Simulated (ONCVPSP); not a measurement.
**Sr: excitation energies, all-electron against ONCV**

```json
{"Element": "Sr (Z = 38)", "Generator": "ONCVPSP 4.0.1", "Type": "optimised norm-conserving Vanderbilt (ONCV)", "Functional": "LDA (Perdew-Wang 92)", "Relativity": "fully relativistic", "Frozen core": "[Ar] 3d10", "Valence charge": "10", "Reference configuration": "4s2 4p6 5s2", "Partial waves": "4s+5s: rc 2.45 bohr, ncon 3, nbas 7, qcut 5.2 1/bohr, 2 projectors; 4p: rc 1.95 bohr, ncon 4, nbas 9, qcut 5.8 1/bohr, 2 projectors, debl 2.7 Ha; d scattering state at 0.04 Ha: rc 1.95 bohr, ncon 4, nbas 9, qcut 5.3 1/bohr, local", "Local potential": "the d channel", "Core correction": "polynomial model core, fcfact 0.3"}
```

Open shells are filled in proportion to 2j + 1.

In the d channel the program set the typed energies aside and used 0.050 Ha (j = l + 1/2; the other j can differ).

Energies are relative to the spin-unpolarised reference configuration 4s2 4p6 5s2; without spin polarisation the order of configurations can differ from experiment. The d channel is local and has no spin–orbit splitting in the pseudo-atom.

| valence configuration | charge | ΔE all-electron (eV) | error AE − PS (meV) |
| --- | --- | --- | --- |
| 4s2 4p6 5s1 | +1 | 6.058 | -0.4 |
| 4s2 4p6 5s1.5 | +0.5 | 2.410 | 0.0 |
| 4s1 4p6 5s2 | +1 | 47.066 | -259 |

Problem. What are ΔE and the potential's error for 4s2 4p6 5s0?

Solution. ΔE = 17.234 eV all-electron; the error (AE − PS) is -3.4 meV.

Levels in the configuration 4s2 4p6 5s1.5:

| level | all-electron (eV) | pseudo (eV) |
| --- | --- | --- |
| 4s j=1/2 | -43.946 | -43.952 |
| 4p j=3/2 | -25.498 | -25.498 |
| 4p j=1/2 | -26.682 | -26.683 |
| 5s j=1/2 | -6.032 | -6.032 |
